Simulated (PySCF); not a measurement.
Fine-structure interval of Dy³¹⁺ by level of theory

Dy³¹⁺ [Ar] 3d10 4s2 4p5 [4p1/2^2 4p3/2^3, M_J = 3/2] → Dy³¹⁺ [Ar] 3d10 4s2 4p5 [4p1/2^1 4p3/2^4, M_J = 1/2], as a difference of total energies. Calculation: PySCF 2.14, in an even-tempered Gaussian basis (17 s from 2.9 bohr⁻², ratio 2.8; 14 p from 3.8 bohr⁻², ratio 2.8; 8 d from 6.8 bohr⁻², ratio 2.8; 4 f from 20 bohr⁻², ratio 3); the two-component X2C-1e Hamiltonian. Correlated levels: [Ne] frozen; the 80 highest virtual spinors dropped. "Screened" scales the spin-orbit matrix elements by Boettger's factors to mimic the two-electron term; Breit and QED terms are absent.

```tsv
method	fine-structure interval (cm⁻¹)
GHF (screened spin-orbit)	413810
GMP2 (screened spin-orbit)	414140
GHF (bare spin-orbit)	427850
```
